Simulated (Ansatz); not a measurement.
Ansatz (a program for electronic structure) input (HF/def2-QZVPPD):
A basis named .json is the Basis Set Exchange file of that set.

Ansatz 0.2 input:
```yaml
crystal:
  periodic: [false, false, false]
  atoms:
    - {symbol: Ti, position_ang: [0.09302987, 0.06605269, 0.12339503]}
    - {symbol: O, position_ang: [1.12833587, 0.14712861, -1.24415448]}
    - {symbol: O, position_ang: [-1.38416803, -0.32877350, 0.90481816]}
basis:
  gaussian:
    orbitals: def2-QZVPPD.json
hamiltonian:
  xc: hf
magnetization: {spin_polarized: true, initial_magnetization: 2}
```

Output:

```
Functional definition: HF
integrals: 0.12 GiB planned
1158 factors; their error is unknown
mean field: 1.00 GiB planned
mean field evaluation 1: about -27149.5704 eV, gradient 4.8e1 eV
mean field evaluation 2: about -27133.7783 eV, gradient 9.3e1 eV
mean field evaluation 4: about -27160.2305 eV, gradient 3.8e0 eV
mean field evaluation 8: about -27160.7170 eV, gradient 7.7e-1 eV
mean field evaluation 16: about -27161.4109 eV, gradient 9.1e0 eV
mean field evaluation 32: about -27162.0855 eV, gradient 9.6e-5 eV
mean field evaluation 64: about -27160.2297 eV, gradient 7.8e-1 eV
mean field evaluation 96: about -27162.0860 eV, gradient 1.1e-3 eV
mean field evaluation 128: about -27161.5916 eV, gradient 4.9e0 eV
mean field evaluation 160: about -27161.9513 eV, gradient 3.2e-1 eV
mean field evaluation 192: about -27160.6042 eV, gradient 1.3e0 eV
mean field evaluation 224: about -27161.7061 eV, gradient 2.7e0 eV
mean field evaluation 256: about -27159.9431 eV, gradient 3.4e0 eV
mean field evaluation 288: about -27159.2966 eV, gradient 1.2e0 eV
mean field evaluation 320: about -27160.6039 eV, gradient 1.1e0 eV
mean field evaluation 352: about -27158.6409 eV, gradient 1.4e1 eV
mean field evaluation 384: about -27160.7477 eV, gradient 5.2e-1 eV
mean field evaluation 416: about -27160.9915 eV, gradient 1.1e0 eV
mean field -27162.08652366 eV, -998.1882686208 hartree, gradient 6.2e-6 eV, S^2 2.347049; 5 other end points of the search recorded, 0 dependent functions left out
reference -27162.08652366 eV, -998.1882686208 hartree; 20, 18 occupied and 205, 207 virtual orbitals, 1158 factors
Total energy: -27162.08652366 eV, -998.1882686208 hartree
```

The spin state was set by rule; other spins were not relaxed.

The determinant is spin-contaminated: <S^2> is 2.35 against 2.00 for a pure state.
